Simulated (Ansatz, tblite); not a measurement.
Removing and adding an electron: `CN(C)c1cc2cc3sc(-c4cc5cc6sc(-c7cc8cc9sc(C#N)cc9cc8s7)cc6cc5s4)cc3cc2s1`. The state is a singlet with charge 0. Geometry: PBE-D4/def2-SVP. Ansatz, gas phase; energy differences of separate SCF runs; the oxidised species was run as a doublet alone; the reduced species was run as a doublet alone.

```xyz
59

C    -6.932   -9.003    5.351
N    -7.302   -7.618    5.130
C    -8.368   -7.047    5.930
C    -6.419   -6.752    4.535
C    -6.476   -5.365    4.478
C    -5.404   -4.787    3.724
C    -5.146   -3.426    3.450
C    -4.015   -3.103    2.697
S    -3.493   -1.491    2.243
C    -2.081   -2.133    1.390
C    -1.163   -1.229    0.745
C    -1.234    0.152    0.649
C    -0.141    0.739   -0.062
C     0.104    2.101   -0.344
C     1.255    2.429   -1.062
S     1.767    4.040   -1.528
C     3.213    3.402   -2.323
C     4.136    4.306   -2.962
C     4.063    5.686   -3.061
C     5.159    6.272   -3.770
C     5.400    7.633   -4.054
C     6.554    7.960   -4.771
S     7.058    9.572   -5.238
C     8.501    8.923   -6.025
C     9.415    9.802   -6.657
N    10.169   10.537   -7.181
C     8.587    7.544   -5.931
C     7.490    6.963   -5.221
C     7.248    5.600   -4.936
C     6.097    5.275   -4.221
S     5.585    3.665   -3.751
C     3.284    2.021   -2.228
C     2.190    1.434   -1.520
C     1.944    0.071   -1.239
C     0.794   -0.256   -0.522
S     0.282   -1.867   -0.053
C    -2.029   -3.516    1.460
C    -3.109   -4.099    2.192
C    -3.369   -5.464    2.461
C    -4.497   -5.780    3.212
S    -5.005   -7.400    3.679
H    -6.450   -9.418    4.441
H    -6.228   -9.140    6.207
H    -7.843   -9.601    5.547
H    -7.992   -6.541    6.851
H    -9.069   -7.848    6.231
H    -8.935   -6.299    5.339
H    -7.257   -4.769    4.964
H    -5.825   -2.647    3.825
H    -2.059    0.735    1.083
H    -0.600    2.874   -0.002
H     3.236    6.269   -2.632
H     4.694    8.405   -3.717
H     9.419    6.973   -6.364
H     7.954    4.828   -5.274
H     4.110    1.438   -2.660
H     2.648   -0.702   -1.581
H    -1.226   -4.104    0.991
H    -2.690   -6.243    2.084
```

The xTB rows come from tblite. Single mean-field runs in def2-SVP are fitted with def2-universal-jkfit.

| level | −HOMO (eV) | vertical IE (eV) | −LUMO (eV) | vertical EA (eV) | HOMO–LUMO gap (eV) | IE − EA (eV) |
| --- | --- | --- | --- | --- | --- | --- |
| GFN2-xTB | 9.54 | 10.95 | 8.36 | 7.01 | 1.18 | 3.94 |
| PBE-D4/def2-SVP | 4.47 | 5.87 | 3.07 | 1.81 | 1.41 | 4.06 |
| revPBE-D4/def2-SVP | 4.42 | 5.91 | 3.01 | 1.85 | 1.41 | 4.06 |

Task: Estimate the rows for GFN1-xTB, PBE0-D4/def2-SVP.

Result: 
| level | −HOMO (eV) | vertical IE (eV) | −LUMO (eV) | vertical EA (eV) | HOMO–LUMO gap (eV) | IE − EA (eV) |
| --- | --- | --- | --- | --- | --- | --- |
| GFN1-xTB | 10.14 | 11.56 | 8.85 | 7.48 | 1.29 | 4.08 |
| PBE0-D4/def2-SVP | 5.27 | 6.25 | 2.61 | 1.75 | 2.66 | 4.50 |

Relaxing the reduced species (PBE-D4/def2-SVP) changes its energy by -0.06 eV at PBE-D4/def2-SVP, so the adiabatic electron affinity to this nearest minimum is 1.88 eV. At PBE0-D4/def2-SVP that geometry lies 0.01 eV above the vertical one, so it gives no adiabatic value.     Raw xTB energy differences between charge states are shifted by several eV; the methods need an empirical correction for them. Sets without diffuse functions give affinities that are too small.
